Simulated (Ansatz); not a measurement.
# Ligand exchange: BH3 + Ge(SH)2 → BH2(SH) + GeH(SH)

Species: BH3 (borane) `B`, singlet; Ge(SH)2, singlet; BH2(SH), singlet; GeH(SH), singlet. The partners trade H for SH: B–H and Ge–SH bonds give way to B–SH and Ge–H.

Shapes, held fixed at every level: PBE0-D4/def2-TZVP. Flexible molecules stand in one conformer, not always the lowest. Programs: Ansatz 0.2.0. Electronic energies: no zero-point or thermal term.

Estimate ΔE of this reaction.

The highest level, CCSD(T)/def2-TZVPP, gives ΔE = -2.4 kJ/mol; the levels span -4.5 to +5.7. That is about zero within the method's error. They disagree on the sign: 3 of 8 are positive. The column of differences is taken from that level and isn't an error. No measured value is set beside it here. Relativity is left out for Ge. Outer-core shells of Ge are correlated in most correlated rows, in sets that cover them unevenly.

| level | kind | ΔE (kJ/mol) | less CCSD(T)/def2-TZVPP |
| --- | --- | --- | --- |
| HF/def2-TZVPP | Hartree–Fock | +4.6 | +7.0 |
| PBE-D4/def2-TZVPP | GGA | -4.5 | -2.1 |
| r2SCAN-D4/def2-TZVPP | meta-GGA | -1.1 | +1.3 |
| B3LYP-D4/def2-TZVPP | global hybrid | +3.6 | +6.0 |
| wB97X-V/def2-TZVPP | range-separated hybrid | -1.9 | +0.5 |
| MP2/def2-TZVPP | perturbation theory | +5.7 | +8.1 |
| CCSD/def2-TZVPP | coupled cluster or CI | -2.8 | -0.4 |
| CCSD(T)/def2-TZVPP | coupled cluster or CI | -2.4 | 0.0 |
